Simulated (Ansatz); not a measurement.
Cartesian coordinates in Å:
```
F 1.1994 0.2782 -0.5934
C 0.1007 -0.3031 -0.1686
F -0.8558 -0.1476 -1.0553
I -0.4442 0.1725 1.8173
```

The species carries charge 0 and has multiplicity 2. I takes the def2 core potential.

Task: List the CAM-B3LYP/def2-TZVPP orbital energies in eV (the Gaussian-basis code of Ansatz). (An estimate is asked.)

Result: Computed: α occupied: -675.43, -675.43, -284.86, -188.97, -135.29, -134.94, -134.93, -54.94, -54.82, -54.81, -54.51, -54.51, -38.26, -36.52, -23.03, -20.77, -18.47, -17.43, -17.09, -15.19, -14.43, -13.10, -9.99, -9.57, -8.26. α empty: -0.30, 3.57, 3.61, 4.17, 5.36, 5.41, 6.01, 6.72. β occupied: -675.34, -675.34, -284.46, -188.95, -135.25, -134.93, -134.92, -54.90, -54.78, -54.78, -54.50, -54.50, -38.04, -36.32, -22.71, -20.44, -18.26, -16.91, -16.53, -14.72, -14.32, -12.51, -9.61, -9.52. β empty: -1.63, 0.30, 3.74, 3.85, 4.23, 5.40, 5.43, 6.76. ⟨S²⟩ = 0.756.
